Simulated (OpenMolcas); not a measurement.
# AlGeH4Cl (SMILES [Cl][AlH][GeH3]): methods side by side

The species is AlGeH4Cl (7 atoms), meant as a singlet with charge 0. SMILES: `[Cl][AlH][GeH3]`. The coordinates come from a PBE0-D4/def2-TZVP relaxation.

```tsv
atom	x (Å)	y (Å)	z (Å)
Cl	-2.4993	-1.5272	-0.1269
Al	-0.4254	-1.3147	0.1445
Ge	0.5011	0.9598	-0.0933
H	0.3795	-2.6320	0.4800
H	0.2257	1.5225	-1.4999
H	-0.1440	1.9264	0.9168
H	2.0237	0.9973	0.1331
```

Each level gives the energy change with the Al2–Ge3 bond stretched from 2.467 to 2.838 Å (eV). The values are calculated.

```
                        level                   kind     program  value (eV)  less CCSD(T)/def2-SVP  CPU time (all runs)
   HF/def2-SVP (unrestricted)           Hartree–Fock  OpenMolcas        0.35                  -0.03                 21 s
  SVWN5/def2-SVP (restricted)                    LDA  OpenMolcas        0.44                  +0.06                 47 s
   BLYP/def2-SVP (restricted)                    GGA  OpenMolcas        0.30                  -0.08                 61 s
 r2SCAN/def2-SVP (restricted)               meta-GGA  OpenMolcas        0.40                  +0.02                 79 s
  B3LYP/def2-SVP (restricted)          global hybrid  OpenMolcas        0.36                  -0.02                 59 s
  BHLYP/def2-SVP (restricted)          global hybrid  OpenMolcas        0.40                  +0.02                 54 s
 B2PLYP/def2-SVP (restricted)          double hybrid  OpenMolcas        0.39                  +0.01                 48 s
    MP2/def2-SVP (restricted)    perturbation theory  OpenMolcas        0.41                  +0.03                 18 s
CCSD(T)/def2-SVP (restricted)  coupled cluster or CI  OpenMolcas        0.38                   0.00              2.3 min
```

CCSD(T)/def2-SVP (restricted) is the highest level here, not the true value. All-electron rows without a relativistic Hamiltonian named are non-relativistic. The first shape isn't each level's own minimum. The values span 0.30 to 0.44 eV. In the correlated wave-function rows the outer d shell of Ge is correlated, in sets not made for it. Times are those of the runs behind each value, whatever else they computed, on shared processors of several kinds: orders of magnitude only.
